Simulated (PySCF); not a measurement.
**Radial density of Ni (nickel, neutral)**

UHF, [Ar] 3d9 4s1, high-spin 3D determinant (an excited configuration). Calculation: PySCF 2.14, in def2-TZVPPD (6s6p4d2f1g, 67 functions); the non-relativistic Hamiltonian (point nucleus).

```json
{"r (bohr)": "0.000764", "4πr²ρ (e/bohr)": "0.1048", "4πr²(ρα − ρβ)": "0.0000"}
{"r (bohr)": "0.00128", "4πr²ρ (e/bohr)": "0.2887", "4πr²(ρα − ρβ)": "0.0001"}
{"r (bohr)": "0.00216", "4πr²ρ (e/bohr)": "0.7759", "4πr²(ρα − ρβ)": "0.0002"}
{"r (bohr)": "0.00364", "4πr²ρ (e/bohr)": "2.024", "4πr²(ρα − ρβ)": "0.0004"}
{"r (bohr)": "0.00611", "4πr²ρ (e/bohr)": "4.981", "4πr²(ρα − ρβ)": "0.0010"}
{"r (bohr)": "0.0103", "4πr²ρ (e/bohr)": "11.18", "4πr²(ρα − ρβ)": "0.0023"}
{"r (bohr)": "0.0173", "4πr²ρ (e/bohr)": "21.40", "4πr²(ρα − ρβ)": "0.0041"}
{"r (bohr)": "0.0291", "4πr²ρ (e/bohr)": "31.72", "4πr²(ρα − ρβ)": "0.0051"}
{"r (bohr)": "0.0489", "4πr²ρ (e/bohr)": "32.29", "4πr²(ρα − ρβ)": "0.0027"}
{"r (bohr)": "0.0823", "4πr²ρ (e/bohr)": "26.53", "4πr²(ρα − ρβ)": "0.0042"}
{"r (bohr)": "0.138", "4πr²ρ (e/bohr)": "35.25", "4πr²(ρα − ρβ)": "0.0457"}
{"r (bohr)": "0.233", "4πr²ρ (e/bohr)": "32.21", "4πr²(ρα − ρβ)": "0.2017"}
{"r (bohr)": "0.392", "4πr²ρ (e/bohr)": "15.90", "4πr²(ρα − ρβ)": "0.6670"}
{"r (bohr)": "0.659", "4πr²ρ (e/bohr)": "20.65", "4πr²(ρα − ρβ)": "1.0060"}
{"r (bohr)": "1.11", "4πr²ρ (e/bohr)": "9.681", "4πr²(ρα − ρβ)": "0.5933"}
{"r (bohr)": "1.86", "4πr²ρ (e/bohr)": "1.968", "4πr²(ρα − ρβ)": "0.3908"}
{"r (bohr)": "3.14", "4πr²ρ (e/bohr)": "0.4951", "4πr²(ρα − ρβ)": "0.3176"}
{"r (bohr)": "5.27", "4πr²ρ (e/bohr)": "0.09425", "4πr²(ρα − ρβ)": "0.0898"}
{"r (bohr)": "8.87", "4πr²ρ (e/bohr)": "0.001791", "4πr²(ρα − ρβ)": "0.0018"}
```
